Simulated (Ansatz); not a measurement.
Born–Oppenheimer molecular dynamics of C2H8O2SSi (14 atoms, charge 0, multiplicity 1). It goes on from the last frame of an earlier run, with new velocities.

Level of theory: Ansatz 0.2.0, RKS B3LYP-D4/STO-3G.

- ensemble: NVE (velocity Verlet)
- time step: 0.5 fs
- steps asked: 297
- starting velocities drawn for: 500 K
- seed: 910659

Frames 0.5 fs apart, positions in Å.

Velocities at 20 fs (Å/ps):

```
C 1.92 -1.58 -6.12
C -3.45 -3.99 -3.22
O 2.69 4.20 -0.78
S -1.96 -1.59 2.00
Si -2.62 2.00 1.17
O 4.13 -1.30 2.40
H 28.89 4.64 -2.45
H -15.35 8.62 -12.32
H -12.78 -4.01 4.59
H 19.84 1.27 3.91
H 21.51 -13.57 2.22
H -7.88 4.73 -0.25
H 5.54 4.23 -6.28
H 5.26 9.19 -0.03
```

```xyz
14
Properties=species:S:1:pos:R:3 time_fs=20 energy_less_start_eV=0.501 T=179
C -0.492 -1.583 0.557
C 0.482 -0.491 0.046
O 1.820 -0.560 0.625
S 0.548 -0.811 -1.773
Si -0.167 1.375 0.365
O -0.663 1.861 -1.237
H -0.404 -1.704 1.661
H -1.567 -1.444 0.298
H -0.177 -2.549 0.159
H 2.258 0.065 -0.074
H -0.101 0.305 -2.173
H -1.270 1.446 1.282
H 0.942 2.178 0.801
H -1.733 1.827 -1.148
14
Properties=species:S:1:pos:R:3 time_fs=20.5 energy_less_start_eV=0.510 T=173
C -0.491 -1.584 0.554
C 0.481 -0.493 0.044
O 1.822 -0.558 0.625
S 0.547 -0.812 -1.772
Si -0.168 1.376 0.365
O -0.661 1.860 -1.236
H -0.390 -1.701 1.659
H -1.574 -1.439 0.292
H -0.184 -2.551 0.161
H 2.268 0.065 -0.071
H -0.091 0.299 -2.171
H -1.274 1.449 1.283
H 0.945 2.181 0.798
H -1.728 1.832 -1.149
14
Properties=species:S:1:pos:R:3 time_fs=21 energy_less_start_eV=0.507 T=174
C -0.490 -1.585 0.552
C 0.478 -0.494 0.042
O 1.823 -0.556 0.624
S 0.546 -0.813 -1.771
Si -0.169 1.377 0.366
O -0.660 1.859 -1.235
H -0.377 -1.698 1.657
H -1.579 -1.434 0.286
H -0.190 -2.555 0.162
H 2.280 0.065 -0.068
H -0.081 0.296 -2.169
H -1.278 1.451 1.284
H 0.948 2.183 0.795
H -1.718 1.837 -1.150
14
Properties=species:S:1:pos:R:3 time_fs=21.5 energy_less_start_eV=0.494 T=183
C -0.489 -1.586 0.550
C 0.476 -0.495 0.040
O 1.825 -0.554 0.624
S 0.546 -0.814 -1.771
Si -0.171 1.377 0.366
O -0.658 1.859 -1.233
H -0.365 -1.694 1.654
H -1.580 -1.428 0.281
H -0.196 -2.560 0.162
H 2.293 0.063 -0.063
H -0.073 0.297 -2.167
H -1.283 1.454 1.285
H 0.951 2.186 0.792
H -1.704 1.842 -1.152
14
Properties=species:S:1:pos:R:3 time_fs=22 energy_less_start_eV=0.476 T=194
C -0.489 -1.588 0.548
C 0.473 -0.496 0.038
O 1.826 -0.552 0.623
S 0.545 -0.815 -1.770
Si -0.172 1.378 0.366
O -0.657 1.858 -1.232
H -0.354 -1.690 1.650
H -1.579 -1.422 0.276
H -0.202 -2.566 0.161
H 2.306 0.061 -0.057
H -0.067 0.301 -2.164
H -1.288 1.457 1.287
H 0.954 2.189 0.789
H -1.688 1.847 -1.155
14
Properties=species:S:1:pos:R:3 time_fs=22.5 energy_less_start_eV=0.459 T=205
C -0.488 -1.589 0.547
C 0.470 -0.496 0.036
O 1.828 -0.550 0.623
S 0.544 -0.816 -1.769
Si -0.173 1.378 0.367
O -0.656 1.858 -1.230
H -0.346 -1.685 1.646
H -1.574 -1.415 0.273
H -0.208 -2.573 0.159
H 2.319 0.059 -0.051
H -0.062 0.308 -2.161
H -1.292 1.460 1.289
H 0.957 2.192 0.785
H -1.670 1.852 -1.158
14
Properties=species:S:1:pos:R:3 time_fs=23 energy_less_start_eV=0.450 T=211
C -0.487 -1.590 0.546
C 0.467 -0.496 0.033
O 1.829 -0.549 0.623
S 0.544 -0.818 -1.768
Si -0.175 1.379 0.367
O -0.655 1.857 -1.229
H -0.338 -1.679 1.641
H -1.566 -1.408 0.270
H -0.213 -2.580 0.155
H 2.333 0.056 -0.044
H -0.058 0.319 -2.158
H -1.297 1.463 1.292
H 0.960 2.195 0.782
H -1.653 1.857 -1.162
14
Properties=species:S:1:pos:R:3 time_fs=23.5 energy_less_start_eV=0.449 T=211
C -0.487 -1.592 0.546
C 0.464 -0.495 0.031
O 1.831 -0.547 0.622
S 0.543 -0.819 -1.768
Si -0.176 1.379 0.367
O -0.654 1.857 -1.227
H -0.333 -1.674 1.637
H -1.555 -1.401 0.269
H -0.218 -2.588 0.152
H 2.346 0.052 -0.037
H -0.056 0.332 -2.154
H -1.301 1.467 1.294
H 0.962 2.197 0.779
H -1.639 1.863 -1.167
14
Properties=species:S:1:pos:R:3 time_fs=24 energy_less_start_eV=0.451 T=210
C -0.486 -1.594 0.545
C 0.461 -0.493 0.028
O 1.832 -0.546 0.622
S 0.543 -0.820 -1.767
Si -0.177 1.379 0.367
O -0.652 1.857 -1.226
H -0.329 -1.668 1.633
H -1.543 -1.394 0.268
H -0.223 -2.595 0.148
H 2.360 0.049 -0.030
H -0.054 0.347 -2.149
H -1.304 1.470 1.296
H 0.963 2.200 0.775
H -1.629 1.868 -1.171
14
Properties=species:S:1:pos:R:3 time_fs=24.5 energy_less_start_eV=0.450 T=211
C -0.485 -1.595 0.545
C 0.458 -0.492 0.025
O 1.833 -0.544 0.622
S 0.542 -0.822 -1.767
Si -0.179 1.379 0.367
O -0.651 1.857 -1.224
H -0.327 -1.663 1.629
H -1.530 -1.387 0.269
H -0.228 -2.601 0.143
H 2.373 0.045 -0.023
H -0.052 0.364 -2.144
H -1.307 1.474 1.298
H 0.963 2.201 0.771
H -1.626 1.873 -1.177
14
Properties=species:S:1:pos:R:3 time_fs=25 energy_less_start_eV=0.443 T=216
C -0.484 -1.598 0.546
C 0.455 -0.490 0.022
O 1.835 -0.543 0.622
S 0.542 -0.823 -1.767
Si -0.180 1.379 0.367
O -0.648 1.856 -1.222
H -0.327 -1.657 1.627
H -1.516 -1.379 0.270
H -0.233 -2.606 0.139
H 2.385 0.041 -0.017
H -0.050 0.381 -2.138
H -1.308 1.477 1.300
H 0.962 2.202 0.767
H -1.628 1.879 -1.182
14
Properties=species:S:1:pos:R:3 time_fs=25.5 energy_less_start_eV=0.433 T=222
C -0.483 -1.600 0.546
C 0.453 -0.487 0.019
O 1.836 -0.542 0.622
S 0.541 -0.825 -1.767
Si -0.181 1.379 0.367
O -0.646 1.856 -1.221
H -0.329 -1.653 1.625
H -1.504 -1.372 0.272
H -0.238 -2.610 0.134
H 2.398 0.038 -0.012
H -0.048 0.399 -2.131
H -1.309 1.481 1.301
H 0.961 2.203 0.763
H -1.636 1.885 -1.188
```

Of the whole run (148 fs, mean temperature of the second half 266 K): The conserved energy stayed within 0.25 meV per atom of its start (net change 0.18 meV per atom), so the integration is sound. Over the second half the temperature averaged 0.53 of the 500 K drawn at the start: a run that starts near a minimum puts about half its kinetic energy into the potential. A run of 0.15 ps of so small a system gives no equilibrium averages. Limits of this set-up: minimal basis.

Run time: 20 min on 1 thread of Arm Neoverse V1 (shared host), peak memory 0.13 GiB.
